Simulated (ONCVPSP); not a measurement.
## u(r) = r·R(r): atom against pseudo-atom (Zr (Z = 40))

Columns: radius, all-electron u(r) and pseudo u(r) of the 4d shell (level -17.51 eV) of zirconium in the configuration [Ar] 3d10 4s2 4p6 4d2; LDA (Perdew-Zunger), scalar-relativistic, ONCV scheme, ONCVPSP 4.0.1.

```tsv
r (bohr)	all-electron	pseudo
0.110	-0.1259	0.0016
0.220	-0.3028	0.0126
0.330	-0.3196	0.0406
0.440	-0.2114	0.0898
0.550	-0.0477	0.1606
0.660	0.1259	0.2487
0.770	0.2855	0.3472
0.880	0.4208	0.4472
0.990	0.5289	0.5403
1.100	0.6108	0.6197
1.210	0.6692	0.6810
1.320	0.7075	0.7223
1.430	0.7295	0.7444
1.540	0.7380	0.7498
1.650	0.7361	0.7429
1.760	0.7259	0.7283
1.870	0.7093	0.7095
1.980	0.6879	0.6879
2.090	0.6630	0.6630
2.200	0.6356	0.6356
2.310	0.6066	0.6066
2.420	0.5765	0.5765
2.530	0.5460	0.5459
2.640	0.5154	0.5154
2.750	0.4851	0.4851
2.860	0.4554	0.4554
```

(1) How many radial nodes do the two functions have?

(2) At about which radius was the pseudo-wave matched?

(3) Is the pseudo-wave norm-conserving?

## Answers

(1) The all-electron 4d function has n − l − 1 = 1; the pseudo-wave has 0, since the states of the same l below it are removed with the core.

(2) 1.95 bohr, where the columns begin to agree (steps of 0.11 bohr).

(3) Yes: the ONCV scheme keeps the norm inside the radius equal to the all-electron one, which fixes the energy derivative of the logarithmic derivative at the level.
